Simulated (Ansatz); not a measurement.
Molecule: BO (charge +1, singlet). 
Structure (B3LYP-D3(BJ)/def2-TZVP (Ansatz, a first-principles code) minimum search):
```
B
O 1 1.1884
```
Charge +1, spin multiplicity 1.

Basis-set convergence of Hartree-Fock and CCSD correlation energies (hartree) with Ansatz. Correlated levels leave the core frozen unless marked. No spin-orbit coupling. Non-relativistic.

The T1 diagnostic of CCSD in the largest basis is 0.047, which is high, so the coupled-cluster rows are less sure than usual.

| basis | functions | E(HF) | E(corr, CCSD) |
|---|---|---|---|
| cc-pVDZ | 28 | -99.03810 | -0.25811 |
| cc-pVTZ | 60 | -99.06729 | -0.30815 |
| cc-pVQZ | 110 | -99.07487 | -0.32662 |
| cc-pV5Z | 182 | -99.07657 | -0.33315 |

Extrapolating the two largest sets (X = 4 and 5) as X^-3: E(corr) = (125·(-0.33315) - 64·(-0.32662))/61 = -0.3400 Eh, an estimate of the basis-set limit. The largest set recovers 98.0 % of it, the smallest 75.9 %.
